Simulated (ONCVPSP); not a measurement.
**argon: one change to an ONCV potential, before and after**

```json
{"Element": "Ar", "Generator": "ONCVPSP 4.0.1", "Type": "optimised norm-conserving Vanderbilt (ONCV)", "Functional": "PBE", "Relativity": "fully relativistic", "Frozen core": "[Ne]", "Valence charge": "8", "Reference configuration": "3s2 3p6", "Partial waves": "3s: rc 1.05 bohr, ncon 3, nbas 6, qcut 4.9 1/bohr, 2 projectors, debl 1 Ha; 3p: rc 1.45 bohr, ncon 4, nbas 7, qcut 6.2 1/bohr, 3 projectors, debl 1.5 Ha; d scattering state at 0.38 Ha: rc 1.60 bohr, ncon 4, nbas 7, qcut 5.5 1/bohr, 1 projector", "Local potential": "polynomial inside 0.70 bohr (lpopt 5, dvloc0 0 Ha)", "Core correction": "none"}
```

Open shells are filled in proportion to 2j + 1.

All-electron outer shells of the reference configuration (PBE, scalar-relativistic, ld1.x):

| shell | level (eV) | outermost node (bohr) | outermost maximum (bohr) |
| --- | --- | --- | --- |
| 2s | -296.99 | 0.12 | 0.34 |
| 2p | -229.89 | – | 0.28 |
| 3s | -24.29 | 0.52 | 1.17 |
| 3p | -10.27 | 0.49 | 1.30 |

Change: s: qcut 3.6; p: qcut 4.6; d: qcut 4.

Cutoffs: the cutoffs (Ha) at which the residual kinetic energy of the hardest occupied pseudo-wave falls to 1 and 0.1 mHa per electron; they do not see the model core or the augmentation charge, which bear on the density cutoff. Errors are all-electron minus pseudo energies relative to the spin-unpolarised reference configuration.

Problem. How do hardness, ghosts and transferability respond?

Solution. The potential gets harder (57 Ha and 78 Ha → 73 Ha and 118 Ha); of the 4 tests that both files solve, the error grows in 1 and shrinks in 0 by more than 15 % and 0.3 meV (median size 5.7 → 8.7 meV); neither file shows a bound ghost.

| quantity | base | changed |
| --- | --- | --- |
| cutoff, loose | 57 Ha | 73 Ha |
| cutoff, tight | 78 Ha | 118 Ha |
| loose cutoff by channel | s 57 Ha, p 9.4 Ha | s 73 Ha, p 9.3 Ha |
| bound ghosts | none | none |
| GHOST(+) flags under 300 eV | none | d5/2 at 137.8 eV, d3/2 at 138.4 eV, s at 153.1 eV |
| error for 3s2 3p5, meV [ΔE 16.06 eV] | +0.8 | +1.0 |
| error for 3s2 3p4, meV [ΔE 44.72 eV] | +9.2 | +10 |
| error for 3s2 3p3, meV [ΔE 87.30 eV] | +41 | +45 |
| error for 3s1 3p6, meV [ΔE 30.67 eV] | +2.2 | +7.2 |
| s: phases at 1.06 bohr within 0.05 rad from the reference energy up to (Ha; the scan ends near 5) | 4.0 | 4.7 |
| p3/2: phases at 1.47 bohr within 0.05 rad from the reference energy up to (Ha; the scan ends near 5) | to the end of the scan | to the end of the scan |
| p1/2: phases at 1.47 bohr within 0.05 rad from the reference energy up to (Ha; the scan ends near 5) | to the end of the scan | to the end of the scan |
| d5/2: phases at 1.63 bohr within 0.05 rad from the reference energy up to (Ha; the scan ends near 5) | 2.8 | 2.6 |
| d3/2: phases at 1.63 bohr within 0.05 rad from the reference energy up to (Ha; the scan ends near 5) | 2.8 | 2.6 |
